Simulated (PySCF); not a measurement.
Coordinates in bohr (charge 0 multiplicity 2):
```
Pb    0.0000    0.0000   -0.5055
Cl    4.3599    0.0000    1.0383
Cl   -2.1800    3.7758    1.0383
Cl   -2.1799   -3.7758    1.0383
```

These are results of PySCF, UPBE0, basis Pb def2-TZVP with ECP60, Cl def2-TZVP (scalar-relativistic core potentials, no spin–orbit coupling, density fitting), not measurements.

This geometry of PbCl3 is a stationary point at this level.

Task: What is the point group?

Result: C3v.

Task: Is it a minimum?

Result: Yes: all harmonic wavenumbers are real.

Task: Which band is strongest in the infrared?

Result: 304 cm⁻¹ (e), 94 km/mol.

Task: Give the atomic charges and bond orders.

Result: 
| atom | Mulliken | Löwdin | polar tensor | spin (Mulliken) | Mayer order to Pb1 |
| --- | --- | --- | --- | --- | --- |
| Pb1 | 0.94 | 0.02 | 1.42 | 0.31 | – |
| Cl2,3,4 | -0.31 | -0.01 | -0.47 | 0.23 | 0.89 |

Task: Give the ideal-gas entropy at 298.15 K and 1 bar by parts.

Result: translation 180.5, rotation 113.8, vibration 68.2, spin 5.8; total 368.3 J/(mol K).

This need not be the most stable arrangement of these atoms. No spin–orbit coupling is included, which matters more the heavier the element.
